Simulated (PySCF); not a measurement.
Mapped SMILES: `[O:1]=[CH:2][NH:3][C:4]1=[CH:5][SiH2:6][CH:7]=[CH:8][SiH2:9]1` (H(Xn): hydrogen on atom n).

- shieldings: GIAO PBE0/pcSseg-1
- geometry from GFN2-xTB
- program: PySCF 2.14.0 with density-fitted response routines
- gas phase, single conformer, fast rotation and ring inversion assumed for equivalent nuclei, non-relativistic Hamiltonian

Question: Predict the 2D correlation tables (HSQC, COSY, HMBC).

Answer: 

HSQC (one-bond C–H):
```tsv
δH	δC
7.92 (H(C2))	162.2 (C2)
7.44 (H(C8))	165.1 (C8)
6.92 (H(C7))	142.3 (C7)
5.78 (H(C5))	117.1 (C5)
```

COSY cross peaks (H two or three bonds apart, from the bond graph; peaks can be absent where the dihedral angle is near 90°):
```tsv
δH	δH
7.92 (H(C2))	6.59 (H(N3))
7.44 (H(C8))	6.92 (H(C7))
7.44 (H(C8))	5.32 (H(Si9))
6.92 (H(C7))	4.79 (H(Si6))
5.78 (H(C5))	4.79 (H(Si6))
```

HMBC (two and three bonds, from the bond graph):
```tsv
δH	δC
7.92 (H(C2))	151.6 (C4)
7.44 (H(C8))	151.6 (C4), 142.3 (C7)
6.92 (H(C7))	165.1 (C8), 117.1 (C5)
6.59 (H(N3))	162.2 (C2), 151.6 (C4), 117.1 (C5)
5.78 (H(C5))	151.6 (C4), 142.3 (C7)
5.32 (H(Si9))	165.1 (C8), 151.6 (C4), 142.3 (C7), 117.1 (C5)
4.79 (H(Si6))	165.1 (C8), 151.6 (C4), 142.3 (C7), 117.1 (C5)
```

δ = σ(ref) − σ, references computed at the same level: 1H, 13C against TMS.

Exchangeable OH/NH protons stand at their gas-phase positions; hydrogen bonding in a real sample shifts them, mostly to higher δ. Shifts are as computed. Against solution values, carbons near 30 ppm lie about +3 ppm off and those near 130 ppm about +5 ppm. Of 1211 compounds with measured shifts, 218 miss one by over three times the rms of a fit or turn the order of signals round; such compounds aren't used in these exercises. Hydrogen bonding in solution deshields acid and N–H amide carbonyl carbons by as much as 10 ppm beyond these values.
